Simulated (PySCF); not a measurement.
How methods differ on the ionisation energy of Ir⁺

Ir⁺ [Xe] 4f14 5d7 6s1 (5F) → Ir²⁺ [Xe] 4f14 5d7 (4F), as a difference of total energies. Computed with PySCF 2.14 in aug-cc-pwCVDZ-PP with ECP60MDF, with scalar relativity through the core potential. Correlated levels: valence: 5s2 5p6 frozen; valence and next inner shell: nothing frozen outside the core potential. The calculations carry no spin-orbit coupling.

```json
{"method": "UHF", "ionisation energy (eV)": "16.347"}
{"method": "LDA", "ionisation energy (eV)": "18.363"}
{"method": "PBE", "ionisation energy (eV)": "18.024"}
{"method": "PBE0", "ionisation energy (eV)": "17.745"}
{"method": "r2SCAN", "ionisation energy (eV)": "18.011"}
{"method": "r2SCANh", "ionisation energy (eV)": "17.925"}
{"method": "BHandHLYP", "ionisation energy (eV)": "17.344"}
{"method": "BLYP", "ionisation energy (eV)": "17.891"}
{"method": "wB97X", "ionisation energy (eV)": "17.077"}
{"method": "MP2 (valence)", "ionisation energy (eV)": "17.343"}
{"method": "SCS-MP2 (valence)", "ionisation energy (eV)": "17.039"}
{"method": "MP2 (valence and next inner shell)", "ionisation energy (eV)": "17.684"}
{"method": "SCS-MP2 (valence and next inner shell)", "ionisation energy (eV)": "17.348"}
```

Question: How much does correlation contribute at MP2 (valence and next inner shell)?

Answer: 17.684 − (16.347) = 1.337 eV, measured against UHF.

The reference lies between the lowest fine-structure levels, while these numbers refer to the centres of the terms.

Errors of the correlated levels include the incompleteness of this basis and the frozen core.

For comparison: 17 ± 0.3 eV (semi-empirical (NIST evaluation); NIST Atomic Spectra Database, ionization energies).
